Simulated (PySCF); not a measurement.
Two species compared at the same levels of theory.

First species: C6H9NOSi.
SMILES: `[SiH3]C/C=N\C1=CC=CO1`

Second species: C6H9NOSi.
InChI=1S/C6H9NOSi/c7-2-4-3-9-6(4)1-5(6)8/h4-5,8H,1,3,9H2/t4-,5-,6-/m1/s1

Levels: PBE0/pcSseg-1 for dipole moment, HOMO energy, LUMO energy and HOMO–LUMO gap; GFN2-xTB for rotational constant A and rotational constant C. Geometries: GFN2-xTB. Each species is one conformer at its optimised geometry, gas phase, non-relativistic unless stated; the electronic structure was computed with PySCF and density fitting.

The conformers computed, where there is a choice (atom-mapped SMILES and torsion angles):
- `[SiH3:1][CH2:2]/[CH:3]=[N:4]\[c:5]1[cH:6][cH:7][cH:8][o:9]1`: Si1–C2–C3–N4 72°, C3–N4–C5–C6 172°
- `[N:1]#[C:2][C@@H:3]1[CH2:4][SiH2:5][C@:6]12[CH2:7][C@H:8]2[OH:9]`: H–O9–C8–C7 -71°

```json
{"property": "dipole moment", "column X": "3.34 D", "column Y": "1.48 D"}
{"property": "HOMO energy", "column X": "-7.66 eV", "column Y": "-6.18 eV"}
{"property": "LUMO energy", "column X": "-0.17 eV", "column Y": "-1.17 eV"}
{"property": "HOMO–LUMO gap", "column X": "7.49 eV", "column Y": "5.01 eV"}
{"property": "rotational constant A", "column X": "1.961 GHz", "column Y": "2.649 GHz"}
{"property": "rotational constant C", "column X": "0.856 GHz", "column Y": "0.826 GHz"}
```

(1) Which column belongs to which species?

(2) How does each property change from the first species to the second?

## Answers

(1) Column X is the second species and column Y the first. The first has 18 atoms and 74 electrons, the second 18 and 74.

(2) dipole moment +1.86 D; HOMO energy -1.48 eV; LUMO energy +1.00 eV; HOMO–LUMO gap +2.48 eV; rotational constant A -0.688 GHz; rotational constant C +0.030 GHz.

On the first: The dipole matches unit charges of opposite sign 0.31 Å apart (1 e·Å = 4.8032 D). A dipole of 1.48 D is allowed in C1, and pure rotational transitions are dipole-allowed.

On the second: A dipole of 3.34 D is allowed in C1, and pure rotational transitions are dipole-allowed. The dipole matches unit charges of opposite sign 0.70 Å apart (1 e·Å = 4.8032 D).
